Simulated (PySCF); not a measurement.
## Relaxation of triplet OsF₂

Method: UPBE0/[Os def2-TZVP with ECP60, F def2-TZVP], scalar-relativistic core potentials, density fitting, no spin–orbit coupling, PySCF. A (50,194) grid was used.

A hand-made bent start, of C2v symmetry, held to at least that symmetry:

Coordinates in bohr (charge 0 multiplicity 3):
```
Os    0.0000    0.0000   -0.3457
F     2.9877    0.0000    1.7463
F    -2.9877    0.0000    1.7463
```

(1) What does it relax to?

(2) How much energy is released, and in how many steps?

## Answers

(1) It ends at C2v with Os–F 1.812 Å (×2); F–Os–F 154.6° (after a last refinement on a finer grid). A frequency run shows a minimum.

(2) 80.6 kJ/mol in 6 steps.

Other spin states or occupations of the open shell can lie lower. At this level a quintet minimum of D∞h symmetry lies 88 kJ/mol below this structure. With an element this heavy the missing spin–orbit coupling can shift these numbers.
